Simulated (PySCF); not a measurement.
ZnBr, SMILES [Zn+][Br], charge +1.

The structure is a stationary point at PBE0-D3(BJ)/def2-TZVP. The spin state was assumed, not searched.

These are PBE0-D3(BJ)/def2-TZVP (PySCF 2.14.0) values and carry that method's errors.

Frequencies are harmonic and unscaled.

Problem. List the normal modes with their intensities. (An estimate is asked for; the answer gives what the named calculation found.)

Solution. 
| mode | ν (cm⁻¹) | IR (km/mol) | Raman (Å⁴/amu) | depolarisation | moving atoms (share of kinetic energy) |
|---|---|---|---|---|---|
| 1 | 337 | 9.1 | 15.4 | 0.20 | Zn 55 %, Br 45 % |
